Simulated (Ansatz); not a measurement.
Reaction (redistribution): `C[Si](N)(O)[SiH3]` + `CBF` → `C[SiH](O)[SiH3]` + `NCBF`

Computed with Ansatz on PBE0-D4/def2-TZVP structures; ΔE is electronic, products minus reactants. CBS: MP2 limit from def2 TZ/QZ plus the TZ coupled-cluster correction, frozen cores. This one scheme is used for every species. DFT in def2-TZVPP. B3LYP here is the variant with VWN-RPA as its local correlation; programs differ in this. One conformer a species, not always the lowest.

**Question.** Is it downhill or uphill in electronic energy at CCSD(T)/CBS, and by how much? (Estimate.)

**Answer.** Ansatz gave: Uphill: ΔE = +159.8 kJ/mol.

**Question.** What do these levels give: ωB97X-V, B2PLYP, B3LYP, CCSD(T)/def2-TZVPP, MP2/def2-QZVPP, CCSD/CBS(def2)? (An estimate is asked.)

**Answer.** The calculation gave: ωB97X-V 153.6, B2PLYP 158.0, B3LYP 153.3, CCSD(T)/def2-TZVPP 157.5, MP2/def2-QZVPP 165.7, CCSD/CBS(def2) 159.0 kJ/mol.

Largest T1 diagnostic among the species: 0.012.

The D4 term adds +4.3 kJ/mol with B3LYP and +2.5 kJ/mol with PBE0; it sums over pairs of atoms, weighted by their polarisabilities, and B3LYP, whose exchange is more repulsive, gets the larger term. In def2-TZVPP, CCSD(T) changes the Hartree–Fock value by +4.1 kJ/mol (the triples alone add +0.8 kJ/mol) and MP2 by +10.8 kJ/mol.
